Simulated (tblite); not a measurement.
Record of a relaxation.

Compound: C7H13BFN.
SMILES with atom numbers: `[CH2:1]=[C:2]([BH:3][NH2:4])[C@H:5]([F:6])[CH:7]1[CH2:8][CH2:9][CH2:10]1` (hydrogens: H11, H12 on C1; H13 on B3; H14, H15 on N4; H16 on C5; H17 on C7; H18, H19 on C8; H20, H21 on C9; H22, H23 on C10)

Computed with GFN2-xTB (tblite), gas phase: L-BFGS steps from a force-field or distance-geometry start until the largest atomic force falls under 0.01 eV/Å. 6 of its 144 geometries are shown.

Step 0: E = -827.8945 eV, largest atomic force 2.076 eV/Å
```
atom  x, y, z in Å  |  force x, y, z in eV/Å
C1     -1.725   -1.957   -0.475   -0.800   0.655  -0.118
C2     -1.478   -0.786    0.126   -0.248  -0.960  -0.169
B3     -2.485    0.365   -0.072   -0.289   1.987   0.527
N4     -2.074    1.688   -0.676    0.312  -0.669   0.804
C5     -0.243   -0.640    0.990   -0.773  -0.951  -0.677
F6     -0.564   -0.319    2.284   -0.056   0.272   0.209
C7      0.663    0.336    0.300   -0.358  -0.308   0.604
C8      1.982    0.649    0.986    0.162   2.016  -0.097
C9      2.645    0.408   -0.367    1.716  -0.356  -0.009
C10     1.425   -0.369   -0.796   -0.258  -0.272  -1.086
H11    -1.092   -2.821   -0.394    0.015  -0.094  -0.060
H12    -2.646   -2.030   -1.082    0.825  -0.219   0.311
H13    -3.532    0.284    0.521    0.181  -0.080  -0.576
H14    -2.617    1.991   -1.484    0.066   0.211   0.806
H15    -1.908    2.419    0.056   -0.592  -0.865  -1.265
H16     0.209   -1.669    1.010    0.064   0.750   0.441
H17     0.197    1.261   -0.082   -0.196  -0.613   0.393
H18     2.020    1.730    1.240    0.243  -0.750   0.649
H19     2.291   -0.019    1.790   -0.128   0.277  -0.164
H20     3.533   -0.244   -0.248   -0.008   0.762  -0.586
H21     2.816    1.340   -0.969    0.108  -1.000   0.650
H22     1.027   -0.131   -1.788    0.244  -0.630  -0.022
H23     1.549   -1.459   -0.584   -0.229   0.836  -0.566
```

Step 29: E = -829.5884 eV, largest atomic force 0.263 eV/Å
```
atom  x, y, z in Å  |  force x, y, z in eV/Å
C1     -1.756   -1.940   -0.409    0.003  -0.035   0.089
C2     -1.566   -0.765    0.185    0.048  -0.145   0.134
B3     -2.652    0.338   -0.098   -0.037   0.088  -0.031
N4     -2.341    1.644   -0.408   -0.005   0.096  -0.008
C5     -0.310   -0.569    1.007    0.032   0.011  -0.051
F6     -0.601    0.110    2.191   -0.078  -0.029  -0.122
C7      0.714    0.268    0.250   -0.171   0.060  -0.010
C8      2.026    0.626    0.969   -0.162  -0.005  -0.082
C9      2.760    0.376   -0.356    0.107  -0.032  -0.038
C10     1.519   -0.344   -0.910   -0.127   0.009   0.172
H11    -1.052   -2.754   -0.331   -0.058  -0.056  -0.056
H12    -2.647   -2.099   -0.995    0.152  -0.141  -0.047
H13    -3.773    0.017   -0.185   -0.094  -0.052   0.034
H14    -3.017    2.327   -0.716    0.082  -0.088   0.139
H15    -1.409    2.014   -0.343   -0.017   0.157  -0.039
H16     0.136   -1.524    1.331   -0.135   0.074  -0.082
H17     0.203    1.165   -0.087    0.083   0.189  -0.019
H18     2.066    1.635    1.383    0.101  -0.147  -0.016
H19     2.269   -0.099    1.748    0.060   0.101  -0.092
H20     3.672   -0.205   -0.298    0.136  -0.167   0.028
H21     2.979    1.291   -0.897   -0.026   0.127  -0.012
H22     1.185   -0.056   -1.911    0.118  -0.153   0.178
H23     1.592   -1.431   -0.837   -0.010   0.137  -0.072
```

Step 57: E = -829.6898 eV, largest atomic force 0.141 eV/Å
```
atom  x, y, z in Å  |  force x, y, z in eV/Å
C1     -1.647   -1.991   -0.425   -0.020  -0.027   0.002
C2     -1.565   -0.758    0.068    0.072  -0.055   0.021
B3     -2.702    0.308   -0.170    0.041  -0.027   0.012
N4     -2.439    1.655   -0.298   -0.097  -0.059   0.084
C5     -0.372   -0.418    0.932    0.044   0.028   0.001
F6     -0.773    0.387    1.998   -0.037   0.025  -0.014
C7      0.722    0.347    0.189    0.041   0.023   0.053
C8      2.042    0.573    0.952    0.025   0.009  -0.020
C9      2.803    0.282   -0.350   -0.011  -0.012   0.007
C10     1.522   -0.342   -0.929   -0.018   0.001   0.031
H11    -0.910   -2.760   -0.233    0.019   0.068  -0.024
H12    -2.468   -2.283   -1.058    0.007   0.012   0.001
H13    -3.812   -0.062   -0.228   -0.064   0.023  -0.050
H14    -3.164    2.349   -0.368    0.001   0.007  -0.059
H15    -1.524    2.061   -0.219    0.048   0.050   0.033
H16     0.041   -1.321    1.409    0.023   0.034  -0.102
H17     0.316    1.297   -0.164    0.005  -0.033   0.033
H18     2.190    1.552    1.406   -0.030  -0.055  -0.030
H19     2.208   -0.197    1.705   -0.010   0.056  -0.017
H20     3.675   -0.365   -0.268   -0.042   0.027  -0.035
H21     3.078    1.198   -0.873    0.046  -0.068   0.022
H22     1.265   -0.060   -1.950   -0.025  -0.046   0.043
H23     1.510   -1.427   -0.845   -0.017   0.019   0.009
```

Step 86: E = -829.7672 eV, largest atomic force 0.094 eV/Å
```
atom  x, y, z in Å  |  force x, y, z in eV/Å
C1     -1.460   -1.912   -0.479    0.003   0.007   0.008
C2     -1.498   -0.687    0.042   -0.057  -0.015   0.067
B3     -2.696    0.277   -0.298    0.034  -0.029  -0.015
N4     -2.641    1.630   -0.041   -0.033  -0.008   0.052
C5     -0.369   -0.270    0.957   -0.009  -0.018  -0.028
F6     -0.824    0.590    1.954   -0.007  -0.013  -0.028
C7      0.745    0.436    0.190   -0.024  -0.044  -0.080
C8      2.105    0.599    0.896   -0.014   0.020  -0.008
C9      2.802    0.071   -0.366    0.006   0.004  -0.025
C10     1.439   -0.386   -0.908    0.033  -0.023  -0.022
H11    -0.675   -2.625   -0.272    0.001  -0.017   0.046
H12    -2.225   -2.245   -1.158   -0.013  -0.014  -0.020
H13    -3.660   -0.172   -0.799    0.051   0.060  -0.011
H14    -3.411    2.249   -0.224    0.012   0.049  -0.004
H15    -1.886    2.083    0.448   -0.009  -0.035  -0.009
H16     0.037   -1.139    1.494    0.011   0.002   0.008
H17     0.362    1.383   -0.196    0.004   0.011   0.027
H18     2.367    1.607    1.202   -0.003   0.073   0.016
H19     2.211   -0.063    1.754   -0.001  -0.017  -0.032
H20     3.553   -0.700   -0.215   -0.036  -0.048   0.007
H21     3.237    0.861   -0.973    0.034   0.067   0.026
H22     1.206   -0.108   -1.935    0.006  -0.004   0.031
H23     1.276   -1.454   -0.790    0.013  -0.009  -0.007
```

Step 114: E = -829.8114 eV, largest atomic force 0.088 eV/Å
```
atom  x, y, z in Å  |  force x, y, z in eV/Å
C1     -1.552   -1.986   -0.374   -0.037   0.010   0.001
C2     -1.502   -0.720    0.038    0.054  -0.009  -0.020
B3     -2.542    0.357   -0.453    0.049  -0.038   0.039
N4     -2.610    1.601    0.134   -0.026   0.059   0.016
C5     -0.347   -0.337    0.932    0.010   0.004   0.004
F6     -0.766    0.462    1.995   -0.005   0.016  -0.007
C7      0.704    0.428    0.133   -0.005   0.016   0.011
C8      2.049    0.701    0.834   -0.010   0.017  -0.012
C9      2.786    0.087   -0.366    0.005   0.022   0.000
C10     1.442   -0.385   -0.943    0.006   0.005   0.002
H11    -0.846   -2.733   -0.040   -0.023  -0.032  -0.007
H12    -2.307   -2.324   -1.062   -0.016   0.006   0.002
H13    -3.269    0.111   -1.335   -0.043  -0.051  -0.057
H14    -3.276    2.309   -0.127    0.016  -0.012  -0.010
H15    -2.046    1.872    0.922    0.014   0.008   0.036
H16     0.106   -1.219    1.404   -0.005  -0.006   0.001
H17     0.247    1.333   -0.268   -0.003   0.011   0.013
H18     2.262    1.747    1.039    0.013   0.012   0.002
H19     2.171    0.135    1.756   -0.010  -0.015  -0.011
H20     3.501   -0.696   -0.127   -0.005  -0.011  -0.009
H21     3.275    0.831   -0.992    0.021   0.004   0.016
H22     1.236   -0.091   -1.969   -0.001  -0.011  -0.012
H23     1.281   -1.456   -0.849    0.004  -0.006   0.004
```

Step 143: E = -829.8161 eV, largest atomic force 0.009 eV/Å
```
atom  x, y, z in Å  |  force x, y, z in eV/Å
C1     -1.627   -2.015   -0.336   -0.001   0.005   0.002
C2     -1.503   -0.741    0.030    0.000   0.005   0.004
B3     -2.512    0.359   -0.472   -0.004   0.008   0.002
N4     -2.575    1.597    0.132    0.000  -0.008  -0.003
C5     -0.334   -0.368    0.911    0.004   0.001   0.003
F6     -0.752    0.408    1.993    0.002  -0.001  -0.003
C7      0.704    0.425    0.124    0.001   0.002  -0.002
C8      2.038    0.717    0.836    0.000   0.000   0.000
C9      2.796    0.129   -0.363    0.001   0.000   0.002
C10     1.466   -0.364   -0.955    0.002   0.000   0.001
H11    -0.962   -2.794    0.009    0.002  -0.004   0.001
H12    -2.414   -2.328   -1.000   -0.003  -0.005  -0.002
H13    -3.226    0.128   -1.373    0.007   0.001   0.002
H14    -3.220    2.320   -0.139   -0.003   0.001   0.001
H15    -2.027    1.846    0.940   -0.004   0.000  -0.005
H16     0.128   -1.257    1.363    0.004  -0.001  -0.001
H17     0.230    1.326   -0.269   -0.002   0.002   0.000
H18     2.233    1.765    1.052    0.000  -0.003   0.005
H19     2.162    0.144    1.753    0.000  -0.003  -0.004
H20     3.522   -0.647   -0.128   -0.004   0.001   0.001
H21     3.282    0.886   -0.975    0.000  -0.002  -0.002
H22     1.262   -0.069   -1.982   -0.001  -0.002   0.003
H23     1.326   -1.439   -0.867   -0.002   0.003  -0.002
```

Question: Summarise the path.

Answer: The energy falls by 1.9217 eV from step 0 to step 143; nine tenths of that is first reached at step 32. It rises by more than 0.2 meV at step 19. The largest force goes from 2.076 to 0.009 eV/Å. Among the bonds B3–N4 changes most, from 1.511 to 1.379 Å; the atoms move by 0.685 Å rms after alignment.

Question: Follow the three bonds and two angles with the largest change from start to end.

Answer: 
```
step  E above end (eV)  largest force (eV/Å)  B3–N4 (Å)  N4–H15 (Å)  C9–H21 (Å)  B3–N4–H15 (°)  B3–N4–H14 (°)
   0            1.9217                 2.076      1.511       1.049       1.122          112.0          115.6
   6            1.2571                 0.360      1.470       1.017       1.085          109.3          115.8
  12            1.1273                 0.530      1.439       1.009       1.091          117.5          109.4
  19            0.7549                 3.001      1.375       1.110       1.078          128.5          122.1
  25            0.2848                 0.234      1.380       1.006       1.091          125.3          122.3
  31            0.2004                 0.229      1.379       1.007       1.088          123.5          124.3
  37            0.1688                 0.099      1.379       1.006       1.088          124.7          122.8
  44            0.1531                 0.102      1.378       1.005       1.088          125.4          122.1
  50            0.1413                 0.093      1.380       1.008       1.090          125.7          122.5
  56            0.1289                 0.145      1.379       1.005       1.089          124.5          122.7
  62            0.1136                 0.150      1.377       1.007       1.087          124.0          123.8
  68            0.0973                 0.175      1.377       1.006       1.091          122.5          123.9
  75            0.0786                 0.142      1.380       1.004       1.089          123.2          124.3
  81            0.0623                 0.173      1.378       1.010       1.088          123.7          123.3
  87            0.0476                 0.149      1.379       1.004       1.087          124.1          122.5
  93            0.0416                 0.085      1.380       1.007       1.088          124.1          123.2
  99            0.0310                 0.145      1.378       1.008       1.088          123.5          123.7
 106            0.0128                 0.115      1.379       1.005       1.087          123.2          123.5
 112            0.0068                 0.053      1.379       1.007       1.088          123.4          123.7
 118            0.0021                 0.043      1.379       1.007       1.087          123.2          124.0
 124            0.0010                 0.030      1.379       1.007       1.088          123.3          123.8
 131            0.0004                 0.023      1.378       1.007       1.088          123.2          123.9
 137            0.0002                 0.011      1.378       1.007       1.088          123.1          123.9
 143            0.0000                 0.009      1.379       1.007       1.088          123.3          123.8
```

The cost below is that of the whole relaxation. Hardware: one thread of an Arm Neoverse V1 (shared host). Cost: 1.2 s.
